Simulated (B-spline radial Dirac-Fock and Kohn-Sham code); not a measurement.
Ir³⁺ in Watson spheres of different radius

These are calculated numbers from a radial finite-basis atomic code; the model is ΔSCF Dirac-Fock with Breit, self-energy and vacuum polarisation, finite nucleus, configuration average. The ion, [Xe] 4f14 5d6, sits in a hollow sphere of charge Q = -3, a simple model of the Madelung potential. Inside the sphere an electron's potential energy is raised by the constant 14.40·|Q|/R eV, so binding energies fall by about that much as long as the orbitals stay inside.

| radius (Å) | 14.40 |Q|/R (eV) | 1s (eV) | 2s (eV) | 2p1/2 (eV) | 2p3/2 (eV) | 3s (eV) | 3p1/2 (eV) | 3p3/2 (eV) | 3d3/2 (eV) | 3d5/2 (eV) | 4s (eV) | 4p1/2 (eV) | 4p3/2 (eV) | 4d3/2 (eV) | 4d5/2 (eV) | 4f5/2 (eV) | 4f7/2 (eV) | 5s (eV) | 5p1/2 (eV) | 5p3/2 (eV) | 5d (eV) |
| --- | --- | --- | --- | --- | --- | --- | --- | --- | --- | --- | --- | --- | --- | --- | --- | --- | --- | --- | --- | --- | --- |
| 1.6 | 27.00 | 76125.7 | 13444.4 | 12843.2 | 11234.0 | 3197.9 | 2931.3 | 2574.8 | 2135.3 | 2059.7 | 715.4 | 602.5 | 518.0 | 332.8 | 317.2 | 79.97 | 76.98 | 117.1 | 79.35 | 65.57 | 15.30 |
| 1.8 | 24.00 | 76128.5 | 13447.3 | 12846.0 | 11236.8 | 3200.7 | 2934.1 | 2577.6 | 2138.1 | 2062.5 | 718.2 | 605.3 | 520.8 | 335.7 | 320.0 | 82.79 | 79.81 | 120.0 | 82.19 | 68.42 | 18.13 |

From the smallest to the largest radius 1s moves by +2.8 eV, while the constant potential alone would give +3.0 eV; the difference comes from charge outside the sphere and its screening.
